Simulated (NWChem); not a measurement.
Molecule: CH$_{4}$MgS; SMILES C[S][MgH]

```xyz
7

Mg    -0.1750     1.6520     0.0000
H     -0.7552     3.2455     0.0000
S      0.6802    -0.5009     0.0000
C     -0.7948    -1.5883     0.0000
H     -1.4152    -1.4503     0.8969
H     -0.4295    -2.6247     0.0000
H     -1.4152    -1.4503    -0.8969
```
Atoms are numbered in this order, from 1.

All runs use the structure optimised with PBE0/def2-SVP.

Symmetry labels are those of Cs in the frame above (b1 and b2, or b-type labels, depend on it).

Question: List the 4 lowest vertical singlet excitations from PBE/def2-SVPD, TDA (NWChem).

Answer: 
```json
[
 {"state": "S1", "energy (eV)": "3.79", "oscillator strength": "0.004", "symmetry": "a\"", "leading excitation (squared amplitude)": "HOMO → LUMO (0.99)"},
 {"state": "S2", "energy (eV)": "4.01", "oscillator strength": "0.033", "symmetry": "a\"", "leading excitation (squared amplitude)": "HOMO → LUMO+1 (0.99)"},
 {"state": "S3", "energy (eV)": "4.38", "oscillator strength": "0.008", "symmetry": "a'", "leading excitation (squared amplitude)": "HOMO → LUMO+2 (0.78)"},
 {"state": "S4", "energy (eV)": "4.64", "oscillator strength": "0.008", "symmetry": "a'", "leading excitation (squared amplitude)": "HOMO−1 → LUMO (0.59)"}
]
```
